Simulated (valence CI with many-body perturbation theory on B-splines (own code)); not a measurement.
**E1 line list for Se²⁹⁺**

Calculated by configuration interaction combined with many-body perturbation theory (CI+MBPT): three valence electrons over a frozen Dirac-Fock core [He], a basis of 11 s, 11 p, 10 d, 8 f, 5 g, 2 h functions for each j, with the one-electron correlation potential Σ1, the two-electron term Σ2, the three-electron term Σ3, Breit, model QED; selected CI, second order for the rest, scaled by the run's own slope (own B-spline code, finite nucleus).

The last digits are not significant, and no measured levels were compared; by estimate large intervals hold to a few tenths of a per cent, small ones and those within an open d or f shell to about a per cent.

Lines 51 to 100 of 593 in falling wavelength, among levels below 2703.3 eV, chosen from the strongest by gf and those to the six lowest levels. Wavelengths and rates use the calculated energies. Electric multipoles are in the length gauge, E1 and E2 with the static RPA response of the core. Weak lines are less certain than strong ones. Lines between different terms over intervals too small for the method are left out, as are lines whose strength nearly cancels. The highest levels of a list are the least certain.

Levels are named by their leading jj configuration (3d3/2^4 stands for four electrons in 3d with j = 3/2), which in mixed levels can hold well under half, so a name can repeat and another be missing. Letters in brackets count levels of one name in rising energy.

```
λ vac (nm)                          Upper                          Lower   A (s⁻¹)  log gf  Branch %
     67.94     (2s 2p1/2 4p3/2) J=3/2 [a]        (2s 2p1/2 4s) J=1/2 [a]  1.06e+09   -0.53       0.0
     67.75     (2s 2p3/2 4p3/2) J=3/2 [b]        (2s 2p3/2 4s) J=3/2 [b]  5.31e+08   -0.84       0.0
     67.11             (2s^2 4p3/2) J=3/2                (2s^2 4s) J=1/2  1.21e+09   -0.49       0.0
     66.45         (2s 2p1/2 4p3/2) J=5/2            (2s 2p1/2 4s) J=3/2  1.29e+09   -0.29       0.0
     66.31     (2s 2p3/2 4p3/2) J=3/2 [b]            (2s 2p3/2 4s) J=1/2  6.97e+08   -0.74       0.0
     65.14          (2p1/2^2 4p3/2) J=3/2             (2p1/2^2 4s) J=1/2  7.47e+08   -0.72       0.0
     64.93     (2s 2p3/2 4p3/2) J=1/2 [a]        (2s 2p3/2 4s) J=3/2 [a]  1.39e+09   -0.76       0.0
     61.89     (2s 2p1/2 4p3/2) J=3/2 [b]            (2s 2p1/2 4s) J=3/2  5.25e+08   -0.92       0.0
     61.81     (2s 2p3/2 4d5/2) J=7/2 [a]         (2s 2p3/2 4p1/2) J=5/2  2.97e+08   -0.87       0.0
     58.82     (2s 2p3/2 4p3/2) J=5/2 [a]            (2s 2p3/2 4s) J=5/2  6.54e+08   -0.69       0.0
     47.28      (2p1/2 2p3/2 3d5/2) J=9/2      (2p1/2 2p3/2 3p3/2) J=7/2  9.32e+08   -0.51       1.1
     47.28          (2p3/2^2 3d5/2) J=7/2          (2p3/2^2 3p3/2) J=5/2  7.00e+08   -0.73       0.0
     46.94  (2p1/2 2p3/2 3d5/2) J=7/2 [a]  (2p1/2 2p3/2 3p3/2) J=5/2 [a]  7.29e+08   -0.72       0.0
     46.77         (2s 2p3/2 3d5/2) J=9/2         (2s 2p3/2 3p3/2) J=7/2  8.15e+08   -0.57      83.2
     45.93          (2p3/2^2 3d5/2) J=9/2          (2p3/2^2 3p3/2) J=7/2  1.00e+09   -0.50       1.1
     44.69         (2s 2p1/2 3d5/2) J=7/2         (2s 2p1/2 3p3/2) J=5/2  9.19e+08   -0.66       0.0
     43.88      (2p3/2^2 3d5/2) J=5/2 [b]      (2p3/2^2 3p3/2) J=3/2 [b]  1.12e+09   -0.71       0.0
     43.79  (2p1/2 2p3/2 3d5/2) J=5/2 [a]  (2p1/2 2p3/2 3p3/2) J=3/2 [a]  8.34e+08   -0.84       0.0
     42.82          (2p1/2^2 3d5/2) J=5/2          (2p1/2^2 3p3/2) J=3/2  1.18e+09   -0.71       0.0
     42.54  (2p1/2 2p3/2 3d5/2) J=7/2 [b]  (2p1/2 2p3/2 3p3/2) J=5/2 [b]  1.12e+09   -0.61       0.0
     42.46     (2s 2p3/2 3d5/2) J=7/2 [b]     (2s 2p3/2 3p3/2) J=5/2 [b]  9.68e+08   -0.68       0.0
     41.18          (2p3/2^2 3p1/2) J=5/2             (2p3/2^2 3s) J=3/2  7.43e+08   -0.95       0.0
     39.56     (2s 2p3/2 3d5/2) J=5/2 [b]     (2s 2p3/2 3p3/2) J=3/2 [b]  9.74e+08   -0.86       0.0
     39.18     (2s 2p1/2 3d5/2) J=5/2 [a]     (2s 2p1/2 3p3/2) J=3/2 [a]  8.83e+08   -0.91       0.0
     38.97             (2s^2 3d5/2) J=5/2             (2s^2 3p3/2) J=3/2  1.26e+09   -0.76       0.0
     38.41          (2p3/2^2 3p1/2) J=3/2             (2p3/2^2 3s) J=5/2  1.54e+09   -0.86       0.0
     36.45     (2s 2p1/2 3d5/2) J=5/2 [b]     (2s 2p1/2 3p3/2) J=3/2 [b]  1.48e+09   -0.75       0.0
     36.41         (2s 2p3/2 3d3/2) J=7/2         (2s 2p3/2 3p1/2) J=5/2  9.18e+08   -0.84       0.0
     36.37  (2p1/2 2p3/2 3d5/2) J=5/2 [b]  (2p1/2 2p3/2 3p3/2) J=3/2 [b]  1.47e+09   -0.76       0.0
     36.30     (2s 2p3/2 3d5/2) J=5/2 [a]     (2s 2p3/2 3p3/2) J=3/2 [a]  1.03e+09   -0.91       0.0
     35.43     (2s 2p3/2 3p1/2) J=3/2 [a]            (2s 2p3/2 3s) J=5/2  1.56e+09   -0.93       0.0
     35.30          (2p3/2^2 3p1/2) J=5/2             (2p3/2^2 3s) J=5/2  1.32e+09   -0.83       0.0
     34.93     (2s 2p3/2 3d5/2) J=7/2 [a]     (2s 2p3/2 3p3/2) J=5/2 [a]  1.49e+09   -0.66       0.0
     34.62  (2p1/2 2p3/2 3d3/2) J=5/2 [a]  (2p1/2 2p3/2 3p1/2) J=3/2 [a]  1.58e+09   -0.77       0.0
     34.23      (2p1/2 2p3/2 3d3/2) J=7/2      (2p1/2 2p3/2 3p1/2) J=5/2  1.42e+09   -0.70       1.0
     34.02         (2s 2p1/2 3d3/2) J=5/2         (2s 2p1/2 3p1/2) J=3/2  1.26e+09   -0.88       0.0
     33.53          (2p3/2^2 3d3/2) J=7/2          (2p3/2^2 3p1/2) J=5/2  2.12e+09   -0.54       0.0
     33.15          (2p3/2^2 3p3/2) J=5/2             (2p3/2^2 3s) J=5/2  1.33e+09   -0.88       0.0
     32.95         (2s 2p3/2 3p1/2) J=5/2            (2s 2p3/2 3s) J=5/2  1.89e+09   -0.73       0.0
     32.79      (2p1/2 2p3/2 3p3/2) J=7/2         (2p1/2 2p3/2 3s) J=5/2  3.50e+09   -0.35       0.0
     32.68     (2s 2p3/2 3d3/2) J=5/2 [b]     (2s 2p3/2 3p1/2) J=3/2 [b]  1.52e+09   -0.84       0.0
     32.44     (2s 2p1/2 3p3/2) J=3/2 [b]        (2s 2p1/2 3s) J=1/2 [b]  1.76e+09   -0.95       0.0
     32.30     (2s 2p1/2 3d3/2) J=3/2 [a]     (2s 2p1/2 3p1/2) J=1/2 [a]  1.86e+09   -0.93       0.0
     32.15  (2p1/2 2p3/2 3p3/2) J=5/2 [a]     (2p1/2 2p3/2 3s) J=3/2 [a]  2.77e+09   -0.59       0.0
     32.10  (2p1/2 2p3/2 3p1/2) J=3/2 [b]         (2p1/2 2p3/2 3s) J=5/2  2.87e+09   -0.75       0.0
     32.03          (2p3/2^2 3p3/2) J=7/2             (2p3/2^2 3s) J=5/2  3.50e+09   -0.37       0.0
     32.03      (2p3/2^2 3d3/2) J=3/2 [b]          (2p3/2^2 3p1/2) J=1/2  2.43e+09   -0.83       0.0
     31.47      (2p3/2^2 3p3/2) J=3/2 [b]             (2p3/2^2 3s) J=1/2  2.44e+09   -0.84       0.0
     31.38     (2s 2p3/2 3p3/2) J=5/2 [b]        (2s 2p3/2 3s) J=3/2 [b]  2.20e+09   -0.71       0.0
     30.21             (2s^2 3d3/2) J=3/2             (2s^2 3p1/2) J=1/2  2.16e+09   -0.93       0.0
```
